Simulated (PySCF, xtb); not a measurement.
C2H4NO, SMILES C[N]C=O, multiplicity 2. The values are those of a single conformer.

Harmonic wavenumbers (cm⁻¹) from GFN2-xTB (xtb) at its own minimum, in rising order: 114, 136, 373, 578, 847, 981, 1006, 1064, 1234, 1262, 1353, 1414, 1427, 1664, 2560, 2860, 2899, 2991.

What does B3LYP-D3(BJ)/def2-SVP (PySCF 2.14.0) give at its own minimum? (Estimate from the structure and the level; the computed values follow.)

78, 206, 341, 653, 926, 1002, 1023, 1119, 1252, 1373, 1396, 1418, 1461, 1629, 2981, 2996, 3051, 3100. Paired by order, the mean absolute difference is 81 cm⁻¹ and the zero-point energies are 35.4 and 37.2 kcal/mol.
